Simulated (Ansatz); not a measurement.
Calculated with Ansatz (gas phase, PBE0-D4/def2-TZVP geometries, no zero-point term in ΔE). CCSD(T)/CBS is the MP2 limit (def2-TZVPP, def2-QZVPP) plus CCSD(T) − MP2 in def2-TZVPP, frozen cores. Each species was taken in one conformer, which may not be the lowest.

`CC(C)C(C)S` + `C[SiH2]SS` → `C[SiH2]SSC` + `CC(C)CS`  (substitution at a C–C bond)

```tsv
species	CCSD(T)/def2-TZVPP energy (Eh)
`CC(C)C(C)S`	-595.13102
`C[SiH2]SS`	-1126.19571
`C[SiH2]SSC`	-1165.43696
`CC(C)CS`	-555.89021
```

Problem. Work out ΔE.

Solution. ΔE = (-1165.43696) + (-555.89021) − (-595.13102) − (-1126.19571) = -0.00044 Eh = -0.3 kcal/mol. CCSD(T)/CBS gives -0.8 kcal/mol.

Largest T1 diagnostic among the species: 0.011.

In def2-TZVPP, CCSD(T) changes the Hartree–Fock value by +2.1 kcal/mol (the triples alone add −0.0 kcal/mol) and MP2 by +1.9 kcal/mol.
